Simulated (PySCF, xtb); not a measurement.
C4H7FO, SMILES C[C@@]1(F)CCO1.

Harmonic wavenumbers (cm⁻¹) from GFN2-xTB in xtb at its own minimum, in rising order: 106, 172, 293, 353, 426, 469, 664, 796, 874, 898, 943, 977, 1039, 1054, 1113, 1133, 1154, 1177, 1202, 1257, 1264, 1383, 1440, 1456, 1467, 1474, 2951, 2968, 3039, 3045, 3047, 3052, 3058.

Problem. What does r2SCAN-D4/def2-SVP run with PySCF give at its own minimum? (An estimate is asked for; the answer gives what the named calculation found.)

Solution. 81, 241, 306, 375, 443, 504, 679, 772, 884, 892, 930, 968, 1000, 1030, 1158, 1160, 1192, 1206, 1238, 1303, 1345, 1396, 1440, 1452, 1455, 1505, 3036, 3051, 3089, 3100, 3159, 3165, 3169. Paired by order, the mean absolute difference is 39 cm⁻¹ and the zero-point energies are 65.4 and 66.8 kcal/mol.
